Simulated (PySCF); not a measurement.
**How good is the calculation?**

Geometry:
```csv
atom,x (Å),y (Å),z (Å)
N1,3.369,0.685,1.004
C2,2.698,0.526,0.089
S3,1.729,0.293,-1.261
C4,0.195,0.046,-0.420
C5,-0.980,-0.477,-1.022
C6,-1.912,-0.487,-0.033
O7,-1.400,-0.016,1.112
C8,-0.122,0.314,0.881
H9,-1.092,-0.792,-2.038
H10,-2.938,-0.799,-0.026
H11,0.458,0.709,1.690
```

[PySCF 2.14.0 with density-fitted response routines: shielding tensors at PBE0/pcSseg-1 (GIAO); GFN2-xTB geometry; no solvent; no relativistic terms; one computed conformer]

Reference values: estimated from measurements, as parent shift plus tabulated substituent increment (solution, not stated per compound (mostly CDCl3 or CCl4); Pretsch, Buehlmann, Badertscher, Structure Determination of Organic Compounds, 4th ed. (2009)).
| atoms | quantity | reference | computed | computed, scaled |
| --- | --- | --- | --- | --- |
| H11 | δ 1H | 7.57 | 7.76 | 7.41 |
| H10 | δ 1H | 7.41 | 7.62 | 7.27 |
| H9 | δ 1H | 6.49 | 6.55 | 6.27 |

Computed shifts are σ(ref) − σ with the named reference compound (TMS for H and C) calculated as an isolated molecule at the same level. The measured values may be among those fitted. Empirical linear scaling, fitted to shifts measured mostly in CDCl3 for H and C (δ vs TMS): 1H: δ = 30.01 − 0.943σ (rms 0.17 ppm, 504 shifts, 0.18 ppm with the 4 outliers that the fit left out). Occasional misses reach two or three times the rms, and more in compound classes unlike the fitted ones.

Question: How far are the unscaled 1H shifts from the references?

Answer: Mean signed difference +0.15 ppm, mean absolute 0.15 ppm over 3 comparisons; the largest is +0.21 ppm at H10 (hydrogen on an aromatic CH next to the ring oxygen).
